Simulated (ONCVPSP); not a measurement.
**Before and after: ONCV potential for V (Z = 23)**

```json
{"Element": "V (Z = 23)", "Generator": "ONCVPSP 4.0.1", "Type": "optimised norm-conserving Vanderbilt (ONCV)", "Functional": "PBE", "Relativity": "scalar-relativistic", "Frozen core": "[Ne]", "Valence charge": "13", "Reference configuration": "3s2 3p6 3d3 4s2", "Partial waves": "3s+4s: rc 1.55 bohr, ncon 5, nbas 9, qcut 7.2 1/bohr, 2 projectors; 3p: rc 1.05 bohr, ncon 5, nbas 8, qcut 6.7 1/bohr, 2 projectors, debl 1.5 Ha; 3d: rc 2.40 bohr, ncon 4, nbas 9, qcut 5.8 1/bohr, 2 projectors, debl 3.4 Ha", "Local potential": "polynomial inside 0.75 bohr (lpopt 5, dvloc0 0 Ha)", "Core correction": "Teter function, fcfact 2.75, rcfact 1.55"}
```

In the p channel the program set the typed energies aside and used -1.618, 0.250 Ha.

Change: local potential polynomial inside 1.00 bohr (lpopt 5, dvloc0 0 Ha).

Cutoffs: the cutoffs (Ha) at which the residual kinetic energy of the hardest occupied pseudo-wave falls to 1 and 0.1 mHa per electron; they do not see the model core or the augmentation charge, which bear on the density cutoff. Errors are all-electron minus pseudo energies relative to the spin-unpolarised reference configuration.

Question: What does the change do?

Answer: The potential gets neither clearly harder nor softer (71 Ha and 159 Ha → 71 Ha and 159 Ha); of the 4 tests that both files solve, the error grows in 2 and shrinks in 1 by more than 15 % and 0.3 meV (median size 77.9 → 72.6 meV); neither file shows a bound ghost.

```csv
quantity,base,changed
"cutoff, loose",71 Ha,71 Ha
"cutoff, tight",159 Ha,159 Ha
bound ghosts,none,none
GHOST(+) flags under 300 eV,d at 67.5 eV,none
"error for 3s2 3p6 3d3 4s1, meV [ΔE 7.74 eV]",-0.3,-1.1
"error for 3s2 3p6 3d3 4s0, meV [ΔE 22.03 eV]",-16,-23
"error for 3s2 3p6 3d2 4s0, meV [ΔE 50.93 eV]",+302,+252
"error for 3s2 3p6 3d4 4s1, meV [ΔE 0.59 eV]",+140,+122
s: phases at 1.58 bohr within 0.05 rad from the reference energy up to (Ha; the scan ends near 5),to the end of the scan,to the end of the scan
p: phases at 1.06 bohr within 0.05 rad from the reference energy up to (Ha; the scan ends near 5),to the end of the scan,to the end of the scan
d: phases at 2.44 bohr within 0.05 rad from the reference energy up to (Ha; the scan ends near 5),0.2,0.5
"rms error of d²Exc/dni dnj with the model core, mHa",2.76,2.76
```
